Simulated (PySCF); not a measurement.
Spin-rotation constants: SMILES OC/C=C(Br)/C=C/F, C$_{5}$H$_{6}$BrFO

Molfile (atoms numbered from 1):
```
C5H6BrFO
     RDKit          3D

 14 13  0  0  0  0  0  0  0  0999 V2000
   -3.1477    0.0918   -0.3467 O   0  0  0  0  0  0  0  0  0  0  0  0
   -2.0928   -0.1566    0.5433 C   0  0  0  0  0  0  0  0  0  0  0  0
   -0.7426   -0.0340   -0.0929 C   0  0  0  0  0  0  0  0  0  0  0  0
    0.4262   -0.0855    0.5484 C   0  0  0  0  0  0  0  0  0  0  0  0
    0.4265   -0.3342    2.4473 Br  0  0  0  0  0  0  0  0  0  0  0  0
    1.7107    0.0297   -0.0965 C   0  0  0  0  0  0  0  0  0  0  0  0
    2.8871   -0.0251    0.5181 C   0  0  0  0  0  0  0  0  0  0  0  0
    4.0267    0.0880   -0.1704 F   0  0  0  0  0  0  0  0  0  0  0  0
   -3.0999    1.0041   -0.6529 H   0  0  0  0  0  0  0  0  0  0  0  0
   -2.1525    0.5035    1.4234 H   0  0  0  0  0  0  0  0  0  0  0  0
   -2.2436   -1.1840    0.8966 H   0  0  0  0  0  0  0  0  0  0  0  0
   -0.7424    0.0915   -1.1675 H   0  0  0  0  0  0  0  0  0  0  0  0
    1.6846    0.1693   -1.1687 H   0  0  0  0  0  0  0  0  0  0  0  0
    3.0590   -0.1589    1.5763 H   0  0  0  0  0  0  0  0  0  0  0  0
  1  2  1  0
  2  3  1  0
  3  4  2  0
  4  5  1  0
  4  6  1  0
  6  7  2  0
  7  8  1  0
  1  9  1  0
  2 10  1  0
  2 11  1  0
  3 12  1  0
  6 13  1  0
  7 14  1  0
M  END
```

The calculation used PySCF, GIAO wB97X-D/pcSseg-1 magnetisability, rotational g tensor and spin-rotation constants, non-relativistic, gas phase. Geometry: GFN2-xTB.

The calculation is non-relativistic, which matters for the atoms heavier than Zn.

Task: Give the nuclear spin-rotation constants along the inertial axes (H = +C I·J) beside the isotropic shieldings.

Result: Rotational constants 1.8359, 0.7494, 0.5351 GHz. A star marks the isotopologue with that one atom substituted, in its own axes.
| atom | isotope | Caa (kHz) | Cbb (kHz) | Ccc (kHz) | mean (kHz) | σ (ppm) |
| --- | --- | --- | --- | --- | --- | --- |
| Br5 | 79Br | 4.280 | 0.372 | 0.836 | 1.829 | 2164.8 |
| F8 | 19F | 2.561 | 0.942 | 0.111 | 1.205 | 305.2 |
| H9 | 1H | -0.232 | -0.074 | -0.015 | -0.107 | 31.2 |
| H10 | 1H | -0.178 | -0.016 | -0.010 | -0.068 | 26.9 |
| H11 | 1H | -0.176 | -0.051 | 0.013 | -0.072 | 27.1 |
| H12 | 1H | -0.178 | 0.078 | -0.068 | -0.056 | 25.5 |
| H13 | 1H | -0.180 | 0.076 | -0.067 | -0.057 | 25.5 |
| H14 | 1H | -0.170 | 0.075 | -0.057 | -0.051 | 24.2 |
| O1 | 17O* | -0.149 | -0.053 | -0.037 | -0.080 | 306.4 |
| C2 | 13C* | 0.373 | 0.153 | 0.127 | 0.218 | 119.4 |
| C3 | 13C* | 0.654 | 0.345 | 0.106 | 0.368 | 39.9 |
| C4 | 13C* | 0.591 | 0.337 | 0.100 | 0.343 | 52.0 |
| C6 | 13C* | 0.607 | 0.297 | 0.086 | 0.330 | 67.2 |
| C7 | 13C* | 0.692 | 0.345 | 0.137 | 0.391 | 20.7 |

For the geometry as given, no vibrational averaging.

Task: How do the rotational constants and the g tensor change when H9, H10, H11, H12, H13, H14 are replaced by deuterium?

Result: Constants 1.7303, 0.7084, 0.5077 GHz; g -0.0161, -0.0119, -0.0050, against -0.0170, -0.0126, -0.0053 before.
